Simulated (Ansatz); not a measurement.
Program: Ansatz. Geometries: PBE0-D4/def2-TZVP. ΔE: electronic, gas phase. CBS: MP2 limit from def2 TZ/QZ plus the TZ coupled-cluster correction, frozen cores. This one scheme is used for every species. Functionals use def2-TZVPP. HSE06 is defined as in plane-wave codes. Triplets are unrestricted, without spin–orbit coupling. For Ge outer-core shells are correlated without core-valence functions, which leaves a few kJ/mol of doubt a bond. Scalar relativity is left out up to krypton. One conformer a species, not always the lowest.

Reaction (formal loss of a carbene): `[CH3][Ge][OH]` → `[CH2]` (triplet) + `[OH][GeH]`

| level | ΔE (kJ/mol) | difference from CCSD(T)/CBS |
| --- | --- | --- |
| PBE-D4 | 481.8 | 3.6 |
| B97M-V | 470.7 | -7.5 |
| HSE06-D4 | 473.0 | -5.2 |
| r2SCANh | 451.1 | -27.1 |
| MP2/def2-SVP | 456.0 | -22.2 |
| CCSD(T)/def2-SVP | 442.5 | -35.7 |
| HF/def2-QZVPP | 322.5 | -155.7 |
| CCSD/def2-QZVPP | 458.7 | -19.5 |
| MP2/CBS(def2) | 494.7 | 16.5 |
| CCSD/CBS(def2) | 466.4 | -11.8 |
| CCSD(T)/CBS | 478.2 | 0 |

Largest T1 diagnostic among the species: 0.016.

Leaving LDA and LC-ωPBE aside and taking each functional with its dispersion term where it has one, the values, not all of them listed here, spread over 33.9 kJ/mol, from r2SCAN0-D4 to ωB97X-V. LDA lies +70.3 kJ/mol from PBE without D4. At CCSD(T), def2-SVP lies −35.7 kJ/mol from the extrapolated value and def2-TZVPP −13.5 kJ/mol.
